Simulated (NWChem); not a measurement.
# SiHOBr, singlet; SMILES O[Si]Br

```xyz
4

Si     0.6064     1.1652     0.0000
Br     0.0130    -1.0154     0.0000
O     -0.9114     1.8489     0.0000
H     -0.9123     2.8146     0.0000
```
Atoms are numbered in this order, from 1.

All runs: NWChem. Geometry optimised at PBE0/def2-SVP; all other runs use it. Low-valent species are run as closed-shell singlets; no triplet was tried in these runs. This build's default masses of Se (78.918 u) and Br (79.917 u) are each other's, which moves their modes by up to 0.6 %.

```json
[
 {"quantity": "vertical, lowest state with f > 0.02, singlet (eV)", "level": "CAM-B3LYP/def2-SVPD, TDA", "value": "(withheld)"},
 {"quantity": "−ε(HOMO) (eV)", "level": "PBE/def2-SVP", "value": "(withheld)"},
 {"quantity": "solvation free energy (kcal/mol) in water", "level": "PBE0/def2-SVP, SMD", "value": "-6.1"},
 {"quantity": "isotropic polarisability (bohr³), static", "level": "CAM-B3LYP/def2-SVPD", "value": "57.0"},
 {"quantity": "dipole (D)", "level": "PBE0/def2-SVP", "value": "(withheld)"},
 {"quantity": "highest harmonic frequency (cm⁻¹)", "level": "PBE0/def2-SVP", "value": "3878"}
]
```

Problem. What belongs in the gaps?

Solution. 
- vertical, lowest state with f > 0.02, singlet (eV), value: 4.29
- −ε(HOMO) (eV), value: 6.03
- dipole (D), value: 2.75
